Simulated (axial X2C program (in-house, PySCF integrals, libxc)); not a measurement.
**Potential curves of PBr⁺, two-component**

Computed with an axial X2C code built on PySCF integrals. Two-component (2c) means X2C with spin–orbit coupling and atomic mean-field two-electron Coulomb and Gaunt terms. Basis: Br dyall-cv3z [8s9p6d4f1g], P dyall-v3z [8s7p2d1f] (cores contracted in-house); Gaussian nuclei, density fitting, unrestricted open shells. Masses: Br 78.918 u, P 30.974 u.

State: Ω = 1/2 (⟨Sz⟩ = -0.50, ⟨Lz⟩ = 1.00 at PW91). Energies in eV from the fragments at the same level (Br + P+). Fits are polynomials in 1 − R0/R over 0.85 to 1.23 times the lowest point R0.

```json
{"R (Å)": "1.7983", "PW91": "-3.2614", "HF": "-0.9244"}
{"R (Å)": "1.8810", "PW91": "-4.0610", "HF": "-1.6862"}
{"R (Å)": "1.9430", "PW91": "-4.4139", "HF": "-2.0027"}
{"R (Å)": "2.0050", "PW91": "-4.6097", "HF": "-2.1569"}
{"R (Å)": "2.0670", "PW91": "-4.6858", "HF": "-2.1872"}
{"R (Å)": "2.1393", "PW91": "-4.6615", "HF": "-2.1061"}
{"R (Å)": "2.2117", "PW91": "-4.5495", "HF": "-1.9341"}
{"R (Å)": "2.3047", "PW91": "-4.3197", "HF": ""}
{"R (Å)": "2.4184", "PW91": "-3.9648", "HF": ""}
{"R (Å)": "2.5838", "PW91": "-3.4035", "HF": "-0.3859"}
```

The state is a single determinant with fixed occupations, the lowest that a limited PBE0 search found. De is counted from the lowest determinant-based energies of the atoms at the same level, without counterpoise correction. Density functionals use the spin component along the axis (collinear). The 2c atoms are single determinants rather than J levels; their spin–orbit lowering is only partly caught, and De is too large by that part. This holds for PW91. The functionals have no current-density term, which raises determinants with orbital currents, atoms included. Some points did not converge and are left out.

(1) What are Re, ωe and De at the PW91 level?

(2) What are Re, ωe and De at the HF level?

Answers

(1) At PW91, 2c: Re = 2.086 Å, ωe ≈ 512 cm⁻¹, De = 4.69 eV to Br + P+; Be follows as 0.174 cm⁻¹.

(2) At HF, 2c: Re = 2.053 Å, ωe ≈ 561 cm⁻¹, De = 2.19 eV to Br + P+; Be follows as 0.18 cm⁻¹.
